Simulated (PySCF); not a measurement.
Spectrum to structure. Theory: PySCF, TDDFT PBE0/def2-SVPD, vertical, gas phase, core orbitals frozen in the response. Geometries: GFN2-xTB, one conformer each.

```json
{"state": "S1", "E (eV)": "6.87", "λ (nm)": "180.4", "f": "0.150"}
{"state": "S2", "E (eV)": "7.42", "λ (nm)": "167.0", "f": "0.039"}
{"state": "S3", "E (eV)": "7.60", "λ (nm)": "163.2", "f": "0.027"}
{"state": "S4", "E (eV)": "7.71", "λ (nm)": "160.9", "f": "0.022"}
{"state": "S5", "E (eV)": "7.85", "λ (nm)": "157.9", "f": "0.018"}
{"state": "S6", "E (eV)": "8.05", "λ (nm)": "154.0", "f": "0.019"}
```

Orbital energies (eV): HOMO-3 -10.60, HOMO-2 -9.99, HOMO-1 -9.93, HOMO -8.38, LUMO -0.88, LUMO+1 0.20, LUMO+2 0.57.

**Question.** Which candidate is it?
A. `NC(=O)/C=C/C(F)=C(F)F`
B. `C=C(CC#N)OC(F)(F)F`
C. `O=c1cccc(F)c(F)c1`

**Answer.** B. Its S1, at 6.87 eV, is the highest among the candidates; the nearest of the others has S1 at 4.22 eV. S1 is HOMO→LUMO (83%), HOMO→LUMO+1 (9%). Löwdin shares by element: HOMO carbon 66% or more, oxygen 16% (atoms not listed hold the other 18%); LUMO carbon 63% or more, oxygen 7% (atoms not listed hold the other 30%). At the same level the other candidates give, for their lowest levels:
- `O=c1cccc(F)c(F)c1`: 3.56 eV (f 0.000); 3.82 eV (f 0.063); 3.85 eV (f 0.000); 4.68 eV (f 0.067); 5.98 eV (f 0.415); T1 2.36 eV; HOMO -7.37, LUMO -2.83 eV
- `NC(=O)/C=C/C(F)=C(F)F`: 4.22 eV (f 0.000); 5.04 eV (f 0.629); 5.33 eV (f 0.118); 6.33 eV (f 0.001); 6.70 eV (f 0.084); T1 2.82 eV; HOMO -7.29, LUMO -2.04 eV

Shape of the structure used: `[CH2:1]=[C:2]([CH2:3][C:4]#[N:5])[O:6][C:7]([F:8])([F:9])[F:10]`: C1–C2–C3–C4 82°, C1–C2–O6–C7 -3°, C2–O6–C7–F8 -179°.
Triplets come from the Tamm–Dancoff approximation.
